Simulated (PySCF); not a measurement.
Give a PBE0-D3(BJ)/def2-SVP geometry of `C=C(I)C[SiH2]O`.

Z-matrix in Å and degrees, rows numbered from 1:
```
C 
C   1  1.3328
I   2  2.1311  1  117.95
C   2  1.4868  1  127.18  3  -177.77
Si  4  1.9026  2  115.14  1   108.81
O   5  1.6616  4  112.75  2    76.56
H   1  1.0908  2  123.07  3     0.36
H   1  1.0951  2  119.02  3  -179.54
H   4  1.1040  2  111.30  1  -128.13
H   4  1.1049  2  108.45  1   -10.32
H   5  1.4886  4  107.82  2  -166.68
H   5  1.4961  4  107.26  2   -47.93
H   6  0.9647  5  115.53  4   -51.73
```

Si5 (oxygen-bound silicon) is tetrahedral (angles from 106.1° to 112.8°). The 2 C–C bonds span 1.333 Å (C1=C2, drawn double) to 1.487 Å (C2–C4, drawn single), a spread of 0.154 Å. Of the pairs four or more bonds apart, I3···H13 is among the closest relative to their van der Waals radii: 2.90 Å, 91 % of the sum of Bondi's values.

Computed, not measured: PBE0-D3(BJ)/def2-SVP geometry optimisation, gas phase, def2 core potentials past Kr in PySCF.

Point group: C1 (no symmetry element, even within 0.4 Å). Stationary, but not proved a minimum. The numbers are those of one conformer (C1–C2–C4–Si5 109°, C2–C4–Si5–O6 77°, C4–Si5–O6–H -52°).

On one thread, Arm Neoverse V2 (aarch64), no GPU, on a shared host, this took 69 s wall and 0.59 GiB of memory at its peak. These figures are those of the optimisation.
